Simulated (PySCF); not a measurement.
Spin states and ions at one geometry of [PbI2]2+

PySCF 2.14.0, RKS BP86, Pb def2-SVP with ECP60, I def2-SVP with ECP28; non-relativistic Hamiltonian with scalar-relativistic core potentials where named; density fitting; no spin-orbit coupling; singlets restricted, open shells unrestricted. The geometry is relaxed for charge +2, singlet, vacuum:

```xyz
3

Pb    0.0000    0.0000    0.0000
I     0.0000    0.0000    2.6831
I     0.0000    0.0000   -2.6831
```

Energies count from the relaxed state; an electron taken off or put on is at rest in vacuum. Charges and spins are Mulliken's.

```tsv
state	energy (eV)	spin squared	charge on Pb1 (e)	spin on Pb1 (e)	dipole about the centre of mass (D)
charge +2, singlet, vacuum	0.00	0.00	0.93	0.00	0.00
charge +2, triplet, vacuum	0.64	2.01	0.89	0.06	0.00
charge +1, doublet, vacuum	-13.72	0.75	0.72	0.11	0.00
```

What does the state charge +3, doublet, vacuum give?

energy (eV) 19.80, spin squared 0.76, charge on Pb1 (e) 1.11, spin on Pb1 (e) -0.06, dipole about the centre of mass (D) 0.00.

With an electron taken off (doublet) the charges change, summed by element, by Pb +0.18 e, I +0.82 e. The vertical ionisation energy is 19.80 eV, against −ε(HOMO) = 17.15 eV of the relaxed state. The level lies 2.7 eV too high, as is usual for semilocal functionals and global hybrids, which keep a self-interaction error.

With an electron put on (doublet) the charges change, summed by element, by Pb -0.21 e, I -0.79 e. The vertical electron affinity is 13.72 eV, against −ε(LUMO) = 16.42 eV of the relaxed state.

Open shells may have lower solutions than those found. Hard to converge, so the more doubtful: charge +2, triplet, vacuum; charge +3, doublet, vacuum. A restricted singlet can lie too high where a spin-broken solution exists, which wasn't tested: charge +2, singlet, vacuum.

The gap of the closed shell is small, and it wasn't tested for a lower spin-broken solution at this geometry.
